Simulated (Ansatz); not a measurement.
CH5AlOSi, SMILES `[SiH3][Al]1[CH2][O]1`, one more setting.

```yaml
crystal:
  periodic: [false, false, false]
  atoms:
    - {symbol: Si, position_ang: [-0.720450, 1.472409, -1.271468]}
    - {symbol: Al, position_ang: [0.124765, -0.254643, 0.221324]}
    - {symbol: C, position_ang: [0.613090, -1.571720, 1.486359]}
    - {symbol: O, position_ang: [1.506162, -1.260799, 0.354230]}
    - {symbol: H, position_ang: [-2.011426, 1.024321, -1.859030]}
    - {symbol: H, position_ang: [-0.961320, 2.718552, -0.495907]}
    - {symbol: H, position_ang: [0.243041, 1.756410, -2.366848]}
    - {symbol: H, position_ang: [0.236762, -2.595013, 1.460546]}
    - {symbol: H, position_ang: [1.057877, -1.335816, 2.453793]}
basis:
  gaussian: {orbitals: aug-pcseg-2}
magnetization: {spin_polarized: true, initial_magnetization: 0}
hamiltonian: {xc: {name: PBE-QIDH}}
output: {forces: true}
```

```sh
$ ansatz run in.yaml --threads 2 --pin off --events-out ev --progress --plain --max-ram 4352MiB
```

Shortened log:

```
Functional definition: PBE-QIDH
1902 factors; integrals over basis functions are off by at most 8.1e-4 eV
mean field evaluation 1: about -17613.1666 eV, gradient 3.6e1 eV
mean field evaluation 2: about -17613.2683 eV, gradient 3.6e1 eV
mean field evaluation 4: about -17619.1397 eV, gradient 5.1e0 eV
mean field evaluation 8: about -17619.2670 eV, gradient 3.7e-1 eV
mean field evaluation 16: about -17619.2683 eV, gradient 1.1e-4 eV
mean field -17619.26825872 eV, -647.4961657390 hartree, gradient 7.3e-6 eV, S^2 0.000000; 0 other end points of the search recorded, 0 dependent functions left out
12 core orbitals not correlated: weight in the atoms' cores, before any rotation towards them, 1.000 or more for the frozen orbitals, at most 0.000 for the correlated occupied ones
reference -17619.26827963 eV, -647.4961665074 hartree; 11, 11 occupied and 284, 284 virtual orbitals, 1902 factors
second order -18.63807893 eV of doubles, -0.00000000 eV of singles
Total energy: -17625.48097261 eV, -647.7244787632 hartree
Atom 0 at    -0.720450     1.472409    -1.271468 Å, force    -0.090668     0.134819    -0.097286 eV/Å
Atom 1 at     0.124765    -0.254643     0.221324 Å, force     0.163836    -0.146887     0.050249 eV/Å
Atom 2 at     0.613090    -1.571720     1.486359 Å, force    -0.057397    -0.039801     0.099477 eV/Å
Atom 3 at     1.506162    -1.260799     0.354230 Å, force    -0.120810     0.042488     0.045613 eV/Å
Atom 4 at    -2.011426     1.024321    -1.859030 Å, force     0.145044     0.049963     0.064716 eV/Å
Atom 5 at    -0.961320     2.718552    -0.495907 Å, force     0.027821    -0.138418    -0.087520 eV/Å
Atom 6 at     0.243041     1.756410    -2.366848 Å, force    -0.103819    -0.046040     0.137317 eV/Å
Atom 7 at     0.236762    -2.595013     1.460546 Å, force     0.099991     0.197954    -0.007563 eV/Å
Atom 8 at     1.057877    -1.335816     2.453793 Å, force    -0.063997    -0.054077    -0.205003 eV/Å
Dipole moment:    -0.475083     0.388390    -0.098588 e Å
```

Run time 80 s (2 threads of an Arm Neoverse V1 on a shared host); peak host memory 1.7 GiB.
